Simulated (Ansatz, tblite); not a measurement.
Forces on Ge(NCO)4 (GeC₄N₄O₄) at its PBE-D4/def2-SVP geometry. The state is a singlet with charge 0.

The xTB rows come from tblite.

GFN1-xTB (tblite), largest force 2.24 eV/Å:

```xyz
13
positions Å, forces eV/Å
Ge   -0.026   -0.052    0.101    0.005    0.024   -0.043
N    -1.483    0.428   -0.861   -1.570    1.528   -0.442
C    -2.280    1.340   -1.019    0.061    0.066    0.080
O    -3.088    2.167   -1.238    1.474   -1.621    0.332
N    -0.371    0.202    1.856    0.789    0.357    2.026
C     0.182    0.405    2.927    0.099    0.001   -0.068
O     0.630    0.603    3.997   -0.943   -0.373   -1.950
N     1.418    0.947   -0.347    1.642    0.421   -1.466
C     2.260    1.079   -1.223   -0.046   -0.086   -0.067
O     3.107    1.274   -2.017   -1.562   -0.285    1.563
N     0.329   -1.795   -0.225   -0.668   -1.937   -0.852
C    -0.148   -2.796   -0.739   -0.093    0.071   -0.035
O    -0.528   -3.804   -1.212    0.812    1.834    0.923
```

GFN2-xTB (tblite), largest force 2.95 eV/Å:

```
Ge -0.016 -0.016 0.032
N -1.120 1.574 -0.034
C -0.556 0.513 -0.171
O 1.970 -2.131 0.461
N 1.118 0.303 1.492
C 0.266 0.140 0.761
O -1.233 -0.498 -2.631
N 1.226 -0.012 -1.527
C 0.564 0.164 -0.472
O -2.068 -0.398 2.041
N -0.987 -1.396 -0.860
C -0.220 -0.708 -0.309
O 1.057 2.467 1.218
```

r2SCANh-D4/def2-TZVP (Ansatz), largest force 1.77 eV/Å:

```
Ge 0.024 0.038 -0.074
N -0.759 0.989 -0.063
C -0.037 0.039 -0.015
O 1.214 -1.247 0.330
N 0.673 0.191 1.023
C 0.018 0.013 0.046
O -0.678 -0.300 -1.610
N 0.809 0.038 -0.951
C 0.038 0.010 -0.035
O -1.271 -0.293 1.197
N -0.589 -0.957 -0.540
C -0.017 -0.037 -0.023
O 0.574 1.515 0.716
```
